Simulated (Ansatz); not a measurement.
Al(Me)2(F) cation (C2H6AlF), SMILES [Al]([F])([CH3])[CH3] (connectivity only; charge and spin as stated), charge +1, multiplicity 2. Atoms are numbered in the order given.

```xyz
10

Al    -0.1559     0.0635    -0.1814
C      1.7689    -0.2725    -0.5879
H      2.0582    -1.2887    -0.2912
H      2.3347     0.5081    -0.0577
H      1.7277    -0.1231    -1.6827
C     -0.5326    -0.6029     1.7115
H     -1.2735    -1.3811     1.4601
H     -0.9559     0.3368     2.1073
H      0.3648    -0.9637     2.2252
F     -1.3225     0.7545    -1.0947
```
Charge +1, spin multiplicity 2.

Geometry: PBE0-D3(BJ)/def2-SVP. The multiplicity is an assumed one; other spin states were not compared. The isomer is the one that the SMILES or the coordinates give; other isomers of the formula were not compared.

Two levels are set side by side: PBE-D3(BJ)/def2-SVP (Ansatz, an electronic-structure program) and PBE0-D3(BJ)/def2-SVP (Ansatz). Each level has its own optimised geometry; the coordinates shown are those of the second. Differences are taken from unrounded values.

| quantity | PBE0-D3(BJ) | PBE-D3(BJ) | PBE-D3(BJ) minus PBE0-D3(BJ) |
|---|---|---|---|
| mean bond length (Å) | 1.364 | 1.372 | 0.008 |
| bond Al1–C2 (Å) | 1.996 | 2.023 | 0.027 |
| bond Al1–C6 (Å) | 2.042 | 2.023 | -0.019 |
| bond Al1–F10 (Å) | 1.635 | 1.652 | 0.017 |
| bond C2–H3 (Å) | 1.097 | 1.103 | 0.006 |
| bond C2–H4 (Å) | 1.100 | 1.112 | 0.012 |
| bond C2–H5 (Å) | 1.106 | 1.112 | 0.006 |
| bond C6–H7 (Å) | 1.104 | 1.112 | 0.009 |
| bond C6–H8 (Å) | 1.104 | 1.112 | 0.008 |
| bond C6–H9 (Å) | 1.095 | 1.103 | 0.008 |

GGA bonds tend to be longer and softer than those of functionals with exact exchange. Differences between two approximate levels are no errors against the true value.
